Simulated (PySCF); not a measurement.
PySCF 2.14 output of an unrestricted wB97M-V calculation on a single atom or ion in aug-cc-pwCVTZ-DK3 with one added diffuse shell each of s, p, d, f type (11s10p8d5f1g, 125 functions), with scalar relativity by spin-free X2C-1e:

```
SCF conv_tol = 1e-09
number electrons alpha = 27  beta = 25
    N. Mardirossian and M. Head-Gordon.,  J. Chem. Phys. 144, 214110 (2016)
cycle= 1 E= -6792.6635819527  delta_E= -0.0131  |g|= 0.0375  |ddm|= 0.448
cycle= 2 E= -6792.66417135991  delta_E= -0.000589  |g|= 0.0106  |ddm|= 0.0844
cycle= 3 E= -6792.66425105969  delta_E= -7.97e-05  |g|= 0.00654  |ddm|= 0.0277
cycle= 4 E= -6792.66426611695  delta_E= -1.51e-05  |g|= 0.00211  |ddm|= 0.00826
cycle= 5 E= -6792.66427224709  delta_E= -6.13e-06  |g|= 0.000187  |ddm|= 0.00978
cycle= 6 E= -6792.66427229177  delta_E= -4.47e-08  |g|= 2.15e-05  |ddm|= 0.000706
cycle= 7 E= -6792.66427229208  delta_E= -3.12e-10  |g|= 4.04e-06  |ddm|= 5.34e-05
converged SCF energy = -6792.66427229208  <S^2> = 2.0079272  2S+1 = 3.0052802
```

The run itself started from symmetry-adapted Hartree-Fock orbitals and held the occupation by maximum overlap, on a logarithmic radial grid, so the iterations belong to that start.

Which element, charge and spin multiplicity is this?

Te (tellurium, neutral), multiplicity 3; the state was [Kr] 4d10 5s1 5p5, high-spin 3P determinant (an excited configuration).
